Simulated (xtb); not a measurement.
xtb input (GFN1-xTB):

```bash
xtb mol.xyz --gfn 1 --sp --chrg 1 --uhf 0
```
mol.xyz:
```
15

C     -1.63291900    -1.01370175     0.60023064
C     -1.89176868     0.49848039     0.42478527
C     -0.54694824     1.07382555     0.15935813
C      0.34896302     0.09773399    -0.10836676
C     -0.27095253    -1.29582757    -0.07995184
C      1.67311943     0.35776813    -0.42228658
N      2.77922333     0.53138885    -0.67801704
H     -2.42670452    -1.62348366     0.17613685
H     -1.56480710    -1.24923679     1.66155860
H     -2.37490994     0.97099827     1.28224618
H     -2.53359448     0.72255430    -0.43807763
H     -0.32953169     2.13432318     0.15454765
H      0.33665898    -2.01378185     0.46843038
H     -0.38377755    -1.66618231    -1.10107848
H      3.74513916     0.69541453    -0.90025760
```

End of the output:

```
         :::::::::::::::::::::::::::::::::::::::::::::::::::::
         ::                     SUMMARY                     ::
         :::::::::::::::::::::::::::::::::::::::::::::::::::::
         :: total energy             -19.680245135280 Eh    ::
         :: gradient norm              0.050423216772 Eh/a0 ::
         :: HOMO-LUMO gap              2.839376644899 eV    ::
         ::.................................................::
         :: SCC energy               -20.031872162625 Eh    ::
         :: -> electrostatic           0.112838369618 Eh    ::
         :: repulsion energy           0.357485708852 Eh    ::
         :: dispersion energy         -0.005858681507 Eh    ::
         :: halogen bond corr.         0.000000000000 Eh    ::
         :: add. restraining           0.000000000000 Eh    ::
         :: total charge               1.000000000000 e     ::
         :::::::::::::::::::::::::::::::::::::::::::::::::::::

           -------------------------------------------------
          |                Property Printout                |
           -------------------------------------------------

    * Orbital Energies and Occupations

         #    Occupation            Energy/Eh            Energy/eV
      -------------------------------------------------------------
         1        2.0000           -1.0272751             -27.9536
       ...           ...                  ...                  ...
         6        2.0000           -0.7906020             -21.5134
         7        2.0000           -0.7821847             -21.2843
         8        2.0000           -0.7740950             -21.0642
         9        2.0000           -0.7630215             -20.7629
        10        2.0000           -0.7568679             -20.5954
        11        2.0000           -0.7339827             -19.9727
        12        2.0000           -0.6949768             -18.9113
        13        2.0000           -0.6923521             -18.8399
        14        2.0000           -0.6821969             -18.5635
        15        2.0000           -0.6665675             -18.1382
        16        2.0000           -0.6579844             -17.9047
        17        2.0000           -0.6561466             -17.8547
        18        2.0000           -0.6172062             -16.7950 (HOMO)
        19                         -0.5128610             -13.9557 (LUMO)
        20                         -0.4808852             -13.0856
        21                         -0.3815922             -10.3837
        22                         -0.3226993              -8.7811
        23                         -0.2808351              -7.6419
        24                         -0.2719881              -7.4012
        25                         -0.2669821              -7.2650
        26                         -0.2548038              -6.9336
        27                         -0.2394486              -6.5157
        28                         -0.2203544              -5.9961
        29                         -0.1914243              -5.2089
       ...                                ...                  ...
        44                          1.1476436              31.2290
      -------------------------------------------------------------
                  HL-Gap            0.1043452 Eh            2.8394 eV
             Fermi-level           -0.5650336 Eh          -15.3753 eV

  Mulliken/CM5 charges         n(s)   n(p)   n(d)
     1C    -0.04545 -0.15337   1.039  3.007  0.000
     2C    -0.04233 -0.14613   1.038  3.004  0.000
     3C     0.07014  0.01313   1.110  2.820  0.000
     4C    -0.02205 -0.02966   1.067  2.955  0.000
     5C    -0.03042 -0.13270   1.042  2.989  0.000
     6C     0.33583  0.45063   1.075  2.590  0.000
     7N    -0.15194 -0.46342   1.436  3.716  0.000
     8H     0.07183  0.12653   0.928  0.000  0.000
     9H     0.06229  0.11780   0.938  0.000  0.000
    10H     0.08749  0.14187   0.913  0.000  0.000
    11H     0.09233  0.14681   0.908  0.000  0.000
    12H     0.08465  0.14060   0.915  0.000  0.000
    13H     0.06890  0.12418   0.931  0.000  0.000
    14H     0.07039  0.12576   0.930  0.000  0.000
    15H     0.34836  0.53795   0.652  0.000  0.000

Wiberg/Mayer (AO) data.
largest (>0.10) Wiberg bond orders for each atom

 ---------------------------------------------------------------------------
     #   Z sym  total        # sym  WBO       # sym  WBO       # sym  WBO
 ---------------------------------------------------------------------------
     1   6 C    3.989 --     2 C    1.001     5 C    1.000     9 H    0.979
                             8 H    0.975
     2   6 C    3.989 --     3 C    1.061     1 C    1.001    10 H    0.947
                            11 H    0.924
     3   6 C    3.944 --     4 C    1.640     2 C    1.061    12 H    0.967
                             7 N    0.134
     4   6 C    3.955 --     3 C    1.640     6 C    1.235     5 C    0.949
     5   6 C    3.977 --     1 C    1.000    13 H    0.972    14 H    0.963
                             4 C    0.949
     6   6 C    3.878 --     7 N    2.492     4 C    1.235
     7   7 N    3.576 --     6 C    2.492    15 H    0.840     3 C    0.134
     8   1 H    0.997 --     1 C    0.975
     9   1 H    0.999 --     1 C    0.979
    10   1 H    0.991 --     2 C    0.947
    11   1 H    0.986 --     2 C    0.924
    12   1 H    0.991 --     3 C    0.967
    13   1 H    1.000 --     5 C    0.972
    14   1 H    0.999 --     5 C    0.963
    15   1 H    0.875 --     7 N    0.840
 ---------------------------------------------------------------------------

Topologies differ in total number of bonds
Writing topology from bond orders to xtbtopo.mol

 dipole moment from electron density (au)
     X       Y       Z
   1.9354   0.7505  -0.5511  total (Debye):    5.459

           -------------------------------------------------
          | TOTAL ENERGY              -19.680245135280 Eh   |
          | GRADIENT NORM               0.050423216772 Eh/α |
          | HOMO-LUMO GAP               2.839376644899 eV   |
           -------------------------------------------------

------------------------------------------------------------------------
------------------------------------------------------------------------
 total:
Note: The following floating-point exceptions are signalling: IEEE_DENORMAL
normal termination of xtb
 SCF:
```

It need not be the lowest isomer of its formula.
